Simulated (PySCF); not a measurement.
Chlorofluoroiodomethane, CHClFI.
Atom-mapped SMILES: `[F:1][C@H:2]([Cl:3])[I:4]` (hydrogens: H5 on C2)

Method: PBE0-D3(BJ)/def2-SVP geometry optimisation, gas phase, def2 core potentials past Kr (PySCF); density fitting, grid level 1; the optimiser is geomeTRIC in internal coordinates, started from a GFN2-xTB structure with every atom displaced at random (about 0.01 Å).

Step 2: E = -24378.7129 eV
```
atom  x, y, z in Å  |  force x, y, z in eV/Å
F1      0.3270    1.2986   -0.4760   -0.032   1.033  -0.635
C2      0.0885    0.1522    0.0897    0.034  -1.319   0.630
Cl3     1.3525   -1.0106   -0.3086    0.373   0.006   0.031
I4     -1.8010   -0.7330   -0.5252   -0.215   0.294   0.037
H5      0.0653    0.2558    1.1851   -0.160  -0.014  -0.063
```

Step 3: E = -24378.7633 eV
```
atom  x, y, z in Å  |  force x, y, z in eV/Å
F1      0.3029    1.2866   -0.4986    0.006   0.282  -0.110
C2      0.0952    0.1212    0.0925    0.138  -0.380   0.049
Cl3     1.4043   -0.9965   -0.2984   -0.012   0.067   0.069
I4     -1.8186   -0.6856   -0.5135   -0.140   0.008  -0.013
H5      0.0486    0.2371    1.1830    0.009   0.022   0.005
```

Problem. Estimate the geometry and energy of step 4. (The exact step hangs on the optimiser's Hessian estimate; all steps are aligned on step 3, rigid shifts and turns removed.)

Solution. E = -24378.7665 eV, largest force 0.094 eV/Å
```
atom  x, y, z in Å  |  force x, y, z in eV/Å
F1      0.3004    1.2875   -0.4996   -0.022   0.036  -0.037
C2      0.0981    0.1124    0.0895    0.064  -0.069   0.006
Cl3     1.4161   -0.9904   -0.2903   -0.052   0.015   0.006
I4     -1.8350   -0.6800   -0.5139    0.045   0.020   0.017
H5      0.0527    0.2335    1.1793   -0.034  -0.003   0.008
```

The energy changes by -0.0032 eV. The first-order estimate −F·Δx gives -0.0071 eV and the mean of the old and new forces, exact on a quadratic surface, -0.0034 eV. The step makes an angle of 60° with the force vector and moves no atom by more than 0.017 Å.

What follows is the cost of the whole optimisation. The run took 25 s of wall time on an AMD EPYC 7R43 with one thread, no GPU, shared host, and the process peaked at 0.34 GiB of memory.
